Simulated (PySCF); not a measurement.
A structure optimised at B3LYP-D3(BJ)/def2-SVP, used in a PySCF frequency run:

```xyz
7

Zr     0.0000     0.0000    -0.2776
Cl    -1.9473     0.0000     1.0835
Cl     1.9473     0.0000     1.0835
O      0.0000    -1.5677    -1.3606
H      0.0000    -2.3001    -1.9810
O      0.0000     1.5677    -1.3606
H      0.0000     2.3001    -1.9810
```
Charge 0, spin multiplicity 1.

**Question.** Write its SMILES, formula and point group.

**Answer.** [OH][Zr]([OH])([Cl])[Cl], Cl2H2O2Zr, C2v

**Question.** What are its rotational constants (standard atomic weights)?

**Answer.** 2.0491, 1.4110, 1.1858 GHz
